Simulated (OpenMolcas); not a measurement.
The numbers below are computed, except where a source is named.
Au5+: input and output

Input:

```
&GATEWAY
Coord
1

Au 0.0 0.0 0.0
Basis=ANO-R2
Group=XYZ
NoMove
AngMom=0.0 0.0 0.0
AMFI
&SEWARD
&RASSCF
FileOrb=start.orb
Symmetry=1
Spin=5
nActEl=6 0 0
Inactive=15 19
Ras2=5 0
CIRoot=5 5 1
SDav=5
CIMx=300
Iter=120 100
PrWF=0.3
OrbListing=Nothing
MaxOrb=0
Atom
>>> COPY $Project.JobIph JOB001
&RASSCF
FileOrb=start.orb
Symmetry=1
Spin=3
nActEl=6 0 0
Inactive=15 19
Ras2=5 0
CIRoot=45 45 1
SDav=45
CIMx=300
Iter=120 100
PrWF=0.3
OrbListing=Nothing
MaxOrb=0
Atom
>>> COPY $Project.JobIph JOB002
&RASSCF
FileOrb=start.orb
Symmetry=1
Spin=1
nActEl=6 0 0
Inactive=15 19
Ras2=5 0
CIRoot=50 50 1
SDav=50
CIMx=300
Iter=120 100
PrWF=0.3
OrbListing=Nothing
MaxOrb=0
Atom
>>> COPY $Project.JobIph JOB003
&RASSI
NrOfJobIphs=3 5 45 50
1 2 3 4 5
1 2 3 4 5 6 7 8 9 10 11 12 13 14 15 16 17 18 19 20 21 22 23 24 25 26 27
28 29 30 31 32 33 34 35 36 37 38 39 40 41 42 43 44 45
1 2 3 4 5 6 7 8 9 10 11 12 13 14 15 16 17 18 19 20 21 22 23 24 25 26 27
28 29 30 31 32 33 34 35 36 37 38 39 40 41 42 43 44 45 46 47 48 49 50
IphNames
JOB001
JOB002
JOB003
EJob
SpinOrbit
DIPRint=1.0
SOCoupling=1000.0
Subsets=2
MEES
Property=10
'ANGMOM' 1 'ANGMOM' 2 'ANGMOM' 3 'MLTPL  1' 1 'MLTPL  1' 2 'MLTPL  1' 3
'AMFI' 1 'AMFI' 2 'AMFI' 3 'MLTPL  2' 6
SOProperty=3
'ANGMOM' 1 'ANGMOM' 2 'ANGMOM' 3
```

Launched by
```bash
OMP_NUM_THREADS=1 MOLCAS_MEM=1689 MOLCAS_PROJECT=a pymolcas a.inp > a.log  # once for each step of the input, in one work folder
```

A driver script runs the steps one by one and writes start.orb anew before each from the orbitals found so far.

Output, cut to the results:

```
--- SEWARD ---
Basis set label: AU.ANO-R...8S6P5D3F1G.

      Electronic valence basis set:
      ------------------
      Associated Effective Charge  79.000000 au
      Associated Actual Charge     79.000000 au
      Nuclear Model: Finite nucleus - Gaussian distribution
        Gaussian exponent, Xi/bohr**(-2):  1.42230E+08

      Shell  nPrim  nBasis  Cartesian Spherical Contaminant
         s      26       8        X
         p      20       6        X
         d      15       5                 X
         f      10       3                 X
         g       4       1                 X
                  Relativistic X2C integrals
                  Atomic mean-field integrals
--- RASSCF ---
Wave function specifications:
      -----------------------------

      Number of closed shell electrons          68
      Number of electrons in active shells       6
      Max number of holes in RAS1 space          0
      Max nr of electrons in RAS3 space          0
      Number of inactive orbitals               34
      Number of active orbitals                  5
      Number of secondary orbitals              42
      Spin quantum number                      2.0
      State symmetry                             1
Orbital specifications:
      -----------------------

      Symmetry species                           1   2
                                                ag  au
      Frozen orbitals                            0   0
      Inactive orbitals                         15  19
      Active orbitals                            5   0
      RAS1 orbitals                              0   0
      RAS2 orbitals                              5   0
      RAS3 orbitals                              0   0
      Secondary orbitals                        22  20
      Deleted orbitals                           0   0
      Number of basis functions                 42  39
      Number of CSFs                             5
      Number of root(s) required                 5
      Iter CI   SX   CI       RASSCF       Energy    max ROT     max BLB   max BLB  Level Ln srch  Step   QN
          iter iter root      energy       change     param      element    value   shift minimum  type update
 Nr of preliminary CI iterations:   1
      Total energies have been shifted. Add               -19000.00 au
        1   1    9    0    -2.37622462    0.00E+00   1.85E-01*  19  27 1  5.79E-01*  0.00   0.00    SX    NO
        2   1   10    0    -3.00440994   -6.28E-01* -2.75E-02   19  25 2  2.11E-01*  0.00   0.00    SX    NO
        3   1    9    0    -3.04530677   -4.09E-02*  1.58E-02   14  37 2 -1.22E-01*  0.00   0.00    SX    NO
        4   1    9    0    -3.05418884   -8.88E-03*  9.98E-03   13  36 2  7.24E-02*  0.00   0.00    SX    NO
        5   1    9    0    -3.05757805   -3.39E-03*  3.92E-03   13  36 2 -4.64E-02*  0.00   0.61    QN   YES
        6   1    6    0    -3.05990588   -2.33E-03*  1.11E-04   12  35 2 -1.33E-03*  0.00   1.03    QN   YES
        7   1    4    0    -3.05990769   -1.81E-06*  2.59E-06   15  22 1  2.31E-05   0.00   1.00    QN   YES
        8   1    3    0    -3.05990769   -3.42E-10   3.26E-07    1  23 1 -5.08E-06   0.00   1.12    QN   YES
      Convergence after  8 iterations
        9   1    3    0    -3.05990769   -2.55E-11   3.26E-07    1  23 1 -1.49E-06   0.00   1.12    QN   YES
      Natural orbitals and occupation numbers for root  1
      sym 1:   2.000000   1.000000   1.000000   1.000000   1.000000
      Natural orbitals and occupation numbers for root  2
      sym 1:   1.000000   1.000000   2.000000   1.000000   1.000000
      Natural orbitals and occupation numbers for root  3
      sym 1:   1.000000   1.000000   1.000000   1.000000   2.000000
::    RASSCF root number  1 Total energy: -19003.05990769
::    RASSCF root number  2 Total energy: -19003.05990769
::    RASSCF root number  3 Total energy: -19003.05990769
::    RASSCF root number  4 Total energy: -19003.05990769
::    RASSCF root number  5 Total energy: -19003.05990769
--- RASSCF ---
Wave function specifications:
      -----------------------------

      Number of closed shell electrons          68
      Number of electrons in active shells       6
      Max number of holes in RAS1 space          0
      Max nr of electrons in RAS3 space          0
      Number of inactive orbitals               34
      Number of active orbitals                  5
      Number of secondary orbitals              42
      Spin quantum number                      1.0
...
--- RASSI ---
SPIN-FREE ENERGIES:
  (Shifted by EMIN (a.u.) =     -19003.0599076922)

 SF State       Relative EMIN(au)   Rel lowest level(eV)    D:o, cm**(-1)      L_eff

     1             0.0000000000        0.0000000000              0.0000         2.0
     2             0.0000000000        0.0000000000              0.0000         2.0
     3             0.0000000000        0.0000000000              0.0000         2.0
     4             0.0000000000        0.0000000000              0.0000         2.0
     5             0.0000000000        0.0000000000              0.0000         2.0
     6             0.0956904803        2.6038706193          21001.6329         5.0
     7             0.0956904803        2.6038706193          21001.6329         5.0
     8             0.0956904803        2.6038706193          21001.6329         5.0
     9             0.0956904803        2.6038706193          21001.6329         5.0
    10             0.0956904803        2.6038706193          21001.6329         5.0
    11             0.0956904803        2.6038706193          21001.6329         5.0
    12             0.0956904803        2.6038706193          21001.6329         5.0
    13             0.0956904803        2.6038706193          21001.6329         5.0
    14             0.0956904803        2.6038706193          21001.6329         5.0
    15             0.0956904803        2.6038706193          21001.6329         5.0
    16             0.0956904803        2.6038706193          21001.6329         5.0
    17             0.1081580605        2.9431307599          23737.9505         1.0
    18             0.1081580605        2.9431307599          23737.9505         1.0
    19             0.1081580605        2.9431307599          23737.9505         1.0
    20             0.1099909294        2.9930056638          24140.2187         3.0
    21             0.1099909294        2.9930056638          24140.2187         3.0
...
```

Levels above the lowest, from the spin-orbit matrix, grouped by J:

```csv
Configuration,Term,J,E (cm-1),g,Term weight %,Second
5d6,5D,4,0.0,1.444,80,16 3F(1)
5d6,5D,2,8042,1.447,60,28 3P(1)
5d6,5D,3,9196,1.470,91,6 3F(1)
5d6,5D,1,13403,1.468,81,14 3P(1)
5d6,5D,0,13638,,76,15 3P(1)
5d6,3H,4,20907,1.058,27,23 3G
5d6,3H,5,26420,1.114,52,48 3G
5d6,3H,6,26420,1.138,83,17 1I
5d6,5D,2,28717,1.386,39,39 3P(1)
5d6,3F(1),3,31741,0.997,50,35 3G
5d6,3F(1),2,32946,0.838,69,15 3P(1)
5d6,3H,4,37593,1.002,55,32 3F(1)
5d6,1S(1),0,39056,,59,21 3P(1)
5d6,3D,1,41357,0.802,70,13 3P(1)
5d6,3G,4,41572,1.080,60,16 1G(1)
5d6,3G,5,41821,1.120,52,48 3H
5d6,3D,2,42643,1.169,66,17 3P(1)
5d6,3D,3,45208,1.273,68,15 3F(1)
5d6,3G,3,46375,0.920,57,28 3F(1)
5d6,1I,6,47254,1.029,83,17 3H
5d6,3P(2),0,50868,,80,17 3P(1)
5d6,3P(1),1,51918,1.267,70,23 3D
5d6,1F,3,53171,1.022,62,35 3F(2)
5d6,1G(1),4,56150,1.031,57,17 3F(1)
```

Without dynamic correlation excited terms often stand tens of per cent too high (terms of higher spin than the ground term too low), and those without a measured partner can miss by more than the paired ones. Only configurations of the active space appear. The table shows the lowest 24 of 34 levels.

The term weight is that of the spin-free term in the level, not the purity of its configuration. A number in round brackets counts repeated terms of one configuration in the order of the reference energies.
